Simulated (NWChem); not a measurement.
System: KF anion, doublet; SMILES of the neutral closed-shell parent [K][F]

```xyz
2

K      0.0000     0.0000    -0.7989
F      0.0000     0.0000     1.5249
```
Atoms are numbered in this order, from 1.

Level: B3LYP/def2-SVPD, spin-unrestricted (NWChem), optimised geometry, unscaled harmonic frequencies. This spin state was assumed; another may lie lower. The highest occupied level is positive, so the extra electron may be held by the finite basis.

```tsv
frequency (cm⁻¹)	IR intensity (km/mol)
337	80.4
```

```
Property                                                                           Value
-----------------------------------------------------------------------  ---------------
zero-point energy                                                           0.5 kcal/mol
thermal correction to the enthalpy at 298.15 K (with zero-point energy)     2.8 kcal/mol
heat capacity Cv                                                         6.6 cal/(mol K)
```

Rigid rotor and harmonic oscillator.
